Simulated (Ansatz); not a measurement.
`[SiH3][SiH2]BCl` + `[NH2][AlH][OH]` → `[NH2][AlH][O][SiH2][SiH3]` + `BCl`  (cleavage of the Si–B bond)

Program: Ansatz. Geometries: PBE0-D4/def2-TZVP. ΔE: electronic, gas phase. CCSD(T)/CBS is the MP2 limit (def2-TZVPP, def2-QZVPP) plus CCSD(T) − MP2 in def2-TZVPP, frozen cores. This one scheme is used for every species. Functionals use def2-TZVPP. B3LYP here is the variant with VWN-RPA as its local correlation; programs differ in this. Each species was taken in one conformer, which may not be the lowest.

`[SiH3][SiH2]BCl`:

Cartesian coordinates in Å:
```
Si 0.960 1.287 -0.403
Si -0.089 -0.335 0.932
B -1.082 -1.529 -0.337
Cl -2.713 -1.138 -0.806
H 1.869 0.632 -1.382
H 1.756 2.222 0.437
H -0.065 2.063 -1.150
H -0.999 0.353 1.889
H 0.961 -1.073 1.688
H -0.597 -2.482 -0.868
```

`[NH2][AlH][OH]`:

Z-matrix (Å, degrees):
```
N
Al 1 1.760
H 1 1.006 2 124.4
H 1 1.007 2 125.1 3 -180.0
O 2 1.698 1 116.8 3 -180.0
H 2 1.579 1 120.8 3 -0.1
H 5 0.955 2 123.2 1 180.0
```

`[NH2][AlH][O][SiH2][SiH3]`:

Z-matrix (Å, degrees):
```
Si
Si 1 2.349
O 1 1.627 2 110.6
H 1 1.490 2 109.4 3 -121.3
H 1 1.491 2 109.1 3 121.3
H 2 1.489 1 111.5 3 -175.1
H 2 1.492 1 110.0 3 -55.2
H 2 1.490 1 111.1 3 63.7
Al 3 1.690 1 154.8 2 16.6
N 9 1.761 3 118.5 1 3.7
H 9 1.571 3 120.0 1 -176.1
H 10 1.007 9 125.5 3 1.5
H 10 1.007 9 124.1 3 -178.9
```

`BCl`:

Z-matrix (Å, degrees):
```
B
Cl 1 1.733
H 1 1.190 2 118.1
H 1 1.190 2 118.1 3 180.0
```

```csv
level,ΔE (kJ/mol)
PBE-D4,-92.0
B3LYP-D4,-118.2
PBE,-90.1
CCSD/CBS(def2),-118.4
```

(1) What does CCSD(T)/CBS give? (Estimate.)

Largest T1 diagnostic among the species: 0.014.

Answers

(1) Computed: -114.5 kJ/mol. The listed levels differ from it by 22.5, -3.7, 24.4, -3.9 kJ/mol.

In def2-TZVPP, CCSD(T) changes the Hartree–Fock value by +28.6 kJ/mol (the triples alone add +3.9 kJ/mol) and MP2 by +24.1 kJ/mol. From PBE to PBE0 (25 % exact exchange), in def2-TZVPP and without D4, ΔE moves by −9.4 kJ/mol.
